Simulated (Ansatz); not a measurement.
Molecule: C₅H₁₁O (charge -1, singlet). It need not be the lowest isomer of its formula. Whether it binds its extra electron was not tested at this geometry. 
Coordinates optimised at B3LYP-D3(BJ)/def2-TZVP (Ansatz, a program for electronic structure):
```xyz
17

C     -2.6764    -0.6682    -0.3385
C     -1.4683     0.0497     0.2599
C     -0.1962    -0.0618    -0.5663
C      1.0409     0.4750     0.2286
C      2.2902     0.3559    -0.6931
O      1.2011    -0.1217     1.4043
H     -2.4737    -1.7375    -0.4541
H     -3.5686    -0.5662     0.2904
H     -2.9259    -0.2779    -1.3315
H     -1.2243    -0.3498     1.2481
H     -1.7095     1.1110     0.4040
H     -0.3154     0.4656    -1.5268
H     -0.0032    -1.1211    -0.7885
H      0.8493     1.6004     0.2915
H      3.1547     0.7777    -0.1730
H      2.1697     0.8723    -1.6582
H      2.4972    -0.7046    -0.8799
```
Charge -1, spin multiplicity 1.

Total electronic energies in hartree. Correlated levels leave the core frozen unless marked. No spin-orbit coupling. No relativistic terms. Basis-set limits of correlation are two-point, X^-3; Hartree-Fock from the larger set. [CCSD(T)-MP2]/basis is that difference in the basis named.

```tsv
level	program	energy (Eh)
HF/aug-cc-pVTZ	Ansatz	-270.66457
RI-HF/aug-cc-pVQZ	Ansatz	-270.68066
RI-HF/cc-pVQZ	Ansatz	-270.67768
revPBE-D3(BJ)/def2-TZVPD	Ansatz + dftd3	-272.42754
revPBE/def2-TZVPD	Ansatz	-272.39501
r2SCAN/def2-TZVPD	Ansatz	-272.31743
B3LYP-D4/def2-TZVPD	Ansatz + dftd4	[?]
PBE0/STO-3G	Ansatz	[?]
r2SCAN0/def2-TZVPD	Ansatz	-272.28671
LC-wPBE-D3(BJ)/def2-TZVPD	Ansatz + dftd3	[?]
B2GP-PLYP/def2-TZVPD	Ansatz	-272.17761
SCS-MP2/aug-cc-pVTZ	Ansatz	-271.83135
CCSD(T)/6-31G*	Ansatz	-271.48370
RI-MP2/CBS(aug-cc-pVTZ,aug-cc-pVQZ)+[CCSD(T)-MP2]/aug-cc-pVDZ	Ansatz	-272.0599
RI-MP2/CBS(aug-cc-pVTZ,aug-cc-pVQZ)+[CCSD(T)-MP2]/aug-cc-pVTZ	Ansatz	-272.0572
```

### Question
Fill in the missing entries.

### Answer

- B3LYP-D4/def2-TZVPD, energy (Eh): -272.51456
- PBE0/STO-3G, energy (Eh): -268.48122
- LC-wPBE-D3(BJ)/def2-TZVPD, energy (Eh): -272.32638
